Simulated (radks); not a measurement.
The numbers below are computed, except where a source is named.
Cs+, configuration [Kr] 4d10 5s2 5p5.75 5d0.25 (fractional occupations, a model configuration). Code: a radial shooting solver on a logarithmic mesh with Libxc functionals. Model: Dirac Kohn-Sham, exchange-only PBE, spin-unpolarised, spherical densities, finite nucleus; open shells fill j = l - 1/2 first; Fermi nuclear charge, rms radius 4.8041 fm.

Radial electron density D(r) = 4 pi r^2 rho(r):

| r (bohr) | D(r) (e/bohr) |
|---|---|
| 0.004926 | 27.38 |
| 0.006676 | 39.44 |
| 0.009121 | 53.50 |
| 0.01236 | 65.87 |
| 0.01675 | 72.61 |
| 0.02289 | 70.90 |
| 0.03102 | 64.82 |
| 0.04204 | 65.70 |
| 0.05743 | 80.41 |
| 0.07783 | 93.12 |
| 0.1055 | 83.65 |
| 0.1441 | 67.59 |
| 0.1953 | 75.03 |
| 0.2647 | 74.87 |
| 0.3616 | 41.81 |
| 0.4901 | 26.90 |
| 0.6695 | 31.33 |
| 0.9074 | 20.31 |
| 1.23 | 9.054 |
| 1.68 | 6.054 |
| 2.277 | 3.545 |
| 3.086 | 1.129 |
| 4.216 | 0.1982 |
| 5.713 | 0.03407 |
| 7.743 | 0.007157 |
| 10.58 | 0.0007756 |

D(r) has 4 maxima, at r = 0.0183, 0.0804, 0.229, 0.648 bohr, and minima at 0.0358, 0.151, 0.478 bohr, inside which lie 2.03, 11.17, 29.01 electrons.
